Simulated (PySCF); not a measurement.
**Low-lying terms of Sb⁵⁺ (antimony, charge +5)**

Ground state [Kr] 4d10, ¹S. Calculation: PySCF 2.14, in def2-TZVP with the def2 core potential (28 electrons) (6s5p3d2f, 50 functions); scalar relativity through the core potential. Vertical excitation energies in eV without spin-orbit coupling; excited terms of each kind are numbered among those the solver found. Frozen: 4s2 4p6.

| term | leading excitation | EOM-EE-CCSD |
| --- | --- | --- |
| 1 3D | 4d → s | 30.879 |
| 1 1D | 4d → s | 31.638 |
| 1 3P° | 4d → p | 42.131 |
| 1 3F° | 4d → p | 42.701 |
| 1 1F° | 4d → p | 43.130 |
| 1 1D° | 4d → p | 43.753 |
| 1 1P° | 4d → p | 43.774 |
| 1 3D° | 4d → p | 43.783 |
| 1 3G | 4d → d | 59.278 |
| 1 1G | 4d → d | 59.486 |
| 1 1F | 4d → d | 59.988 |

The spin-orbit splitting of the hole, absent here, rivals or exceeds the spacing of these terms, so the LS terms are model states.

The solver can miss terms.
